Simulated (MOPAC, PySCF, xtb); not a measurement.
Complex: H3NSe (SMILES N[SeH]) (first 5 atoms) with H2O (SMILES O); geometry from B3LYP-D3(BJ)/def2-TZVP, rigid monomers moved along the line of their centres of mass till N1···H7 is 2.75 Å.
(charge 0, multiplicity 1):
```xyz
8

N     -1.0729     0.4048     0.5021
Se     0.3916    -0.4501    -0.2918
H     -1.1449     1.3628     0.1817
H     -1.9332    -0.0862     0.2924
H     -0.0313    -0.3951    -1.7133
O     -0.2849     0.5084     4.1167
H     -0.6601     0.5337     3.2187
H     -0.3841    -0.4025     4.4090
```

Counterpoise-corrected where a basis set is named; no monomer relaxation. Rows marked so take none.

Rows in 6-31G* carry no dispersion term and start afresh at each structure (6-31G* with six Cartesian d functions); the Pople sets are all-electron and without relativity. The state that PM3, PM6 reach isn't checked.

Codes used: MOPAC for PM3, PM6 (differences of heats of formation); PySCF for 6-31G* rows; xtb for the GFN methods. Values without a source in brackets are computed.

One of these levels gives -9.3 kJ/mol for the interaction energy. Name it.
A) PM6
B) PM3
C) B3LYP/6-31G* (no counterpoise)
D) GFN1-xTB

D, GFN1-xTB. The others give -3.4 (PM3), -11.4 (PM6), -16.0 (B3LYP/6-31G* (no counterpoise))
